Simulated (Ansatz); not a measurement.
The same stannylene extrusion along the group Si, Ge, Sn.

Gas-phase electronic energies from Ansatz, PBE0-D4/def2-TZVP geometries. CBS: MP2 limit from def2 TZ/QZ plus the TZ coupled-cluster correction, frozen cores. This one scheme is used for every species. DFT in def2-TZVPP. def2 core potentials past Kr. For Ge, Sn outer-core shells are correlated without core-valence functions, which leaves a few kJ/mol of doubt a bond. Scalar relativity is left out up to krypton. Each species was taken in one conformer, which may not be the lowest.

```csv
reaction,CCSD(T)/CBS(def2) (kJ/mol)
`N[Si](N)(N)F` → `NN` + `N[Si]F`,?
`[NH2][Ge]([NH2])([NH2])[F]` → `NN` + `[NH2][Ge][F]`,264
`[NH2][Sn]([NH2])([NH2])[F]` → `NN` + `[NH2][Sn][F]`,157
```

(1) Fill in the missing values. (Estimate.)

Largest T1 diagnostic: 0.017, for `[NH2][Sn][F]`.

Results:

(1) The calculation gave: `N[Si](N)(N)F` → `NN` + `N[Si]F`: +455.5 kJ/mol.
